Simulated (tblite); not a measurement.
Input of a run (GFN2-xTB geometry optimisation, gas phase (tblite 0.8.0)), started from a force field or distance geometry:
```
{"job": {"kind": "relax", "xc": "GFN2-xTB", "basis": "xTB"}, "charge": 0, "multiplicity": 2}
C      1.986600    -0.650700    -0.900700
C      0.939300    -0.300700     0.090600
C      0.859900     1.015600     0.745300
C     -0.665900     0.801000     0.858700
N     -1.381600     1.943800     0.302600
C     -0.508500    -0.334100    -0.191200
C     -1.187800    -1.641600     0.131100
F     -0.727800     0.011800    -1.475400
H      2.978900    -0.593600    -0.449700
H      1.825700    -1.668200    -1.264200
H      1.941200     0.034900    -1.754600
H      1.180700     1.832800     0.093600
H      1.376800     1.081500     1.706500
H     -1.002100     0.485400     1.859000
H     -2.393200     1.813900     0.255200
H     -1.113400     2.131600    -0.662800
H     -0.970400    -1.979400     1.157600
H     -0.873100    -2.438000    -0.557100
H     -2.275000    -1.536800     0.048000
```

Output (eV, eV/Å):
```
step      E/eV     max force
  0    -707.66861    2.797
  1    -707.89159    0.990
  2    -707.96425    0.789
  3    -708.00365    0.513
  4    -708.02698    0.474
  5    -708.04579    0.296
  6    -708.05879    0.294
  7    -708.07106    0.318
  8    -708.08229    0.304
  9    -708.08830    0.197
 10    -708.09220    0.164
 11    -708.09594    0.169
 12    -708.10004    0.227
 13    -708.10443    0.187
 14    -708.10857    0.115
 15    -708.11221    0.190
 16    -708.11550    0.205
 17    -708.11810    0.140
 18    -708.12017    0.141
 19    -708.12246    0.146
 20    -708.12538    0.201
 21    -708.12883    0.214
 22    -708.13216    0.147
 23    -708.13477    0.108
 24    -708.13680    0.106
 25    -708.13853    0.124
 26    -708.13986    0.099
 27    -708.14082    0.062
 28    -708.14157    0.063
 29    -708.14223    0.070
 30    -708.14285    0.067
 31    -708.14339    0.064
 32    -708.14383    0.060
 33    -708.14419    0.047
 34    -708.14451    0.045
 35    -708.14488    0.054
 36    -708.14541    0.065
 37    -708.14609    0.077
 38    -708.14683    0.061
 39    -708.14748    0.053
 40    -708.14804    0.052
 41    -708.14855    0.054
 42    -708.14895    0.045
 43    -708.14918    0.034
 44    -708.14932    0.024
 45    -708.14942    0.030
 46    -708.14953    0.029
 47    -708.14963    0.020
 48    -708.14970    0.017
 49    -708.14975    0.015
 50    -708.14981    0.019
 51    -708.14989    0.024
 52    -708.15001    0.025
 53    -708.15012    0.023
 54    -708.15020    0.020
 55    -708.15024    0.013
 56    -708.15028    0.014
 57    -708.15031    0.013
 58    -708.15035    0.015
 59    -708.15038    0.011
 60    -708.15040    0.010
 61    -708.15041    0.010
 62    -708.15043    0.011
 63    -708.15045    0.011
 64    -708.15046    0.009
```

**Question.** Summarise the run.

**Answer.** The energy falls by 46.5 kJ/mol over 64 L-BFGS steps, the largest force on an atom goes from 2.80 to 0.009 eV/Å, and the atoms move by 0.200 Å rms after alignment. The bond that changes most is C6–F8 (ends: carbon bonded to 3 C and F; fluorine bonded to C), which lengthens by 0.067 Å. Bonds longer at the end by more than 0.005 Å: 5 of 19; shorter: 7. Among the angles that change most is C1–C2–C3, from 123.1° to 132.8°. Among the dihedrals that turn most is H9–C1–C2–C3, from 61° to 34°. The energy never rose by more than 1e-5 eV on the way. The first step brought 46 % of the lowering.

**Question.** What are the final bond lengths?

**Answer.** C1–C2 1.471 Å, C2–C3 1.489 Å, C3–C4 1.547 Å, C4–N5 1.436 Å, C4–C6 1.569 Å, C6–C7 1.520 Å, C6–F8 1.415 Å, C2–C6 1.486 Å, C1–H9 1.089 Å, C1–H10 1.090 Å, C1–H11 1.097 Å, C3–H12 1.095 Å, C3–H13 1.093 Å, C4–H14 1.093 Å, N5–H15 1.014 Å, N5–H16 1.016 Å, C7–H17 1.086 Å, C7–H18 1.088 Å, C7–H19 1.088 Å. Numbering counts from 1 in the input's order; the species is `C[C@@]1([C](C)C[C@H]1N)F` [radical].

Hardware: an Arm Neoverse V1 with one thread, shared host. Cost: 0.4 s.

Its lowest GFN2-xTB frequency is 6 cm⁻¹, too small to tell a flat minimum from a shallow saddle.

One conformer stands for the species.

These are computed values.
